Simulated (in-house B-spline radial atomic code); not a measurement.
## Zr VIII (Zr7+): [Ar] 3d10 4s2 4p3

Level of theory: Dirac-Kohn-Sham BHandHLYP, spherical fractional occupations, Fermi nucleus of rms radius 4.2694 fm; calculated with a B-spline radial code for spherical atoms.

Z_r = [3n² - l(l+1)]/(2<r>); Z_e = n√(-2ε); the last column is Slater's effective charge. Values are occupation-weighted means over j. An effective charge above Z reflects the relativistic contraction of the inner shells.

```
shell  electrons   ε (eV)  <r> (bohr)    Z_r    Z_e  Slater
   1s          2   -18075     0.03706  40.48  36.45   39.70
   2s          2  -2633.5      0.1621  37.02  27.83   35.85
   2p          6  -2358.5      0.1416  35.32  26.33   35.85
   3s          2  -535.39      0.4557  29.62  18.82   28.75
   3p          6  -444.07      0.4593  27.21  17.14   28.75
   3d         10  -294.03      0.4484  23.42  13.95   18.85
   4s          2   -154.3       1.133  21.18  13.47   13.30
   4p          3  -124.13        1.23  18.69  12.08   13.30
```

The least bound orbital is 4p3/2 at -123.4 eV, and it is also the most diffuse (<r> = 1.237 bohr).

Spin-orbit splittings of the orbital energies (j = l + 1/2 above j = l - 1/2 when positive): 2p 86.24 eV, 3p 14.09 eV, 3d 2.572 eV, 4p 2.302 eV.

For the 1s electron the small component carries 2.12 % of the norm, the zero-frequency Breit interaction raises the level by 33.08 eV, self-energy by 17.93 eV, and vacuum polarisation lowers it by 2.001 eV.

Caution: exact exchange at fractional occupations of open shells leaves self-interaction of up to several eV.
